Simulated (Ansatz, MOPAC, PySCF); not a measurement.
Pair of molecules: HF (SMILES F) (first 2 atoms) with H2 (SMILES [H][H]); geometry from B3LYP-D3(BJ)/def2-TZVP, rigid monomers moved along the line of their centres of mass till H2···H4 is 2.26 Å.
(charge 0, multiplicity 1):
| atom | x (Å) | y (Å) | z (Å) |
|---|---|---|---|
| F | -0.0821 | 0.1939 | -0.5040 |
| H | -0.0694 | 0.0989 | 0.4177 |
| H | -0.0868 | -0.4891 | 2.6034 |
| H | 0.0122 | 0.2472 | 2.6740 |

Counterpoise-corrected where a basis set is named; no monomer relaxation. Rows marked so take none.

Rows in 3-21G, STO-3G carry no dispersion term and start afresh at each structure. The state that AM1 reach isn't checked.

Run with Ansatz (Gaussian basis) for Hartree–Fock, density functionals and correlated methods; MOPAC for AM1 (differences of heats of formation); PySCF for 3-21G rows, STO-3G rows. Each number belongs to the level named beside it.

**Question.** One of these levels gives -0.72 kcal/mol for the interaction energy. Which?
A) PBE/def2-TZVPPD
B) HF/3-21G (no counterpoise)
C) AM1
D) HF/STO-3G (no counterpoise)

**Answer.** C, AM1. The others give 0.54 (HF/STO-3G (no counterpoise)), -0.22 (HF/3-21G (no counterpoise)), -1.12 (PBE/def2-TZVPPD)

Ansatz is a program for electronic structure.
